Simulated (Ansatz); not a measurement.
Reaction (redistribution): `[CH3][Y]([NH2])[NH2]` + `[CH3][Mo](=[O])(=[S])[Cl]` → `[CH3][Y]([CH3])[NH2]` + `[NH2][Mo](=[O])(=[S])[Cl]`

Program: Ansatz. Geometries: PBE0-D4/def2-TZVP. ΔE: electronic, gas phase. CCSD(T)/CBS is the MP2 limit (def2-TZVPP, def2-QZVPP) plus CCSD(T) − MP2 in def2-TZVPP, frozen cores. DFT in def2-TZVPP. Elements past krypton have def2 core potentials. For Mo, Y outer-core shells are correlated without core-valence functions, which leaves a few kJ/mol of doubt a bond. One conformer a species, not always the lowest.

CCSD(T)/CBS gives +0.46 eV.

(1) Another level gave +0.36 eV. Which?
A. RPA@PBE/def2-TZVPP
B. LDA (SPW92)/def2-TZVPP
C. HF/def2-TZVPP
D. B97M-V/def2-TZVPP

Largest T1 diagnostic among the species: 0.025, so the coupled-cluster value is less sure than usual.

Answers

(1) D. B97M-V 0.36, HF/def2-TZVPP 0.51, RPA@PBE/def2-TZVPP 0.44, LDA (SPW92) 0.31 eV.

In def2-TZVPP, CCSD(T) changes the Hartree–Fock value by −0.05 eV (the triples alone add −0.04 eV) and MP2 by −0.07 eV. From PBE to PBE0 (25 % exact exchange), in def2-TZVPP and without D4, ΔE moves by +0.03 eV. Leaving LDA and LC-ωPBE aside and taking each functional with its dispersion term where it has one, the values, not all of them listed here, spread over 0.11 eV, from revPBE-D4 to BHLYP-D4. LDA lies −0.04 eV from PBE without D4.
